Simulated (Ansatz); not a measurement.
Isolated molecules relaxed with PBE0-D4/def2-TZVP in Ansatz; ΔE leaves out vibrations. CCSD(T)/CBS is the MP2 limit (def2-TZVPP, def2-QZVPP) plus CCSD(T) − MP2 in def2-TZVPP, frozen cores. One conformer a species, not always the lowest.

Reaction (ligand exchange at the Si–O bond): `[SiH3]OCS[SiH3]` + `CNB[SiH3]` → `CN([SiH3])B[SiH3]` + `OCS[SiH3]`

| species | CCSD(T)/CBS(def2) energy (Eh) |
| --- | --- |
| `[SiH3]OCS[SiH3]` | -1094.00385 |
| `CNB[SiH3]` | -411.45901 |
| `CN([SiH3])B[SiH3]` | -701.75000 |
| `OCS[SiH3]` | -803.69249 |

(1) Work out ΔE.

Largest T1 diagnostic among the species: 0.014.

Results:

(1) ΔE = (-701.75000) + (-803.69249) − (-1094.00385) − (-411.45901) = 0.02037 Eh = +12.8 kcal/mol.

In def2-TZVPP, CCSD(T) changes the Hartree–Fock value by −4.3 kcal/mol (the triples alone add −0.7 kcal/mol) and MP2 by −4.4 kcal/mol. The D4 term adds −1.5 kcal/mol with B3LYP and −0.7 kcal/mol with PBE0; it sums over pairs of atoms, weighted by their polarisabilities, and B3LYP, whose exchange is more repulsive, gets the larger term.

B3LYP here is the variant with VWN-RPA as its local correlation; programs differ in this.
